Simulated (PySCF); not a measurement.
Molecular orbitals of CuCl

r²SCANh at R = 2.082 Å; basis Cu def2-TZVPP, Cl def2-TZVPP; no relativity; PySCF 2.14. State: ¹Σ⁺ (singlet), closed shell. Only the outer orbitals are listed, counted within each symmetry.

```csv
orbital,occ.,ε (eV),on Cu (%),main shells (%)
10σ,2,-9.46,36,"61 Cl p, 30 Cu d"
4π,2,-8.39,58,"57 Cu d, 41 Cl p"
4π,2,-8.39,58,"57 Cu d, 41 Cl p"
1δ,2,-7.54,100,100 Cu d
1δ,2,-7.54,100,100 Cu d
11σ,2,-6.92,81,"64 Cu d, 19 Cl p, 16 Cu s"
5π,2,-6.75,45,"55 Cl p, 43 Cu d"
5π,2,-6.75,45,"55 Cl p, 43 Cu d"
12σ,0,-3.24,91,"67 Cu s, 20 Cu p, 9 Cl p"
6π,0,0.63,96,92 Cu p
6π,0,0.63,96,92 Cu p
```

Which are the highest filled and the lowest empty level, where do they sit, and how wide is the gap?

Highest filled 5π at -6.75 eV (in %: 55 Cl p, 43 Cu d); lowest empty 12σ at -3.24 eV (in %: 67 Cu s, 20 Cu p, 9 Cl p); the gap at r²SCANh is 3.51 eV.

```json
{"bond order (Mayer)": "1.04", "⟨S²⟩": "0.000", "charge on Cu (Mulliken, basis-dependent)": "0.44", "charge on Cu (Löwdin, basis-dependent)": "-0.02", "dipole moment (positive dipole means Cu(−)Cl(+))": "-5.06 D"}
```
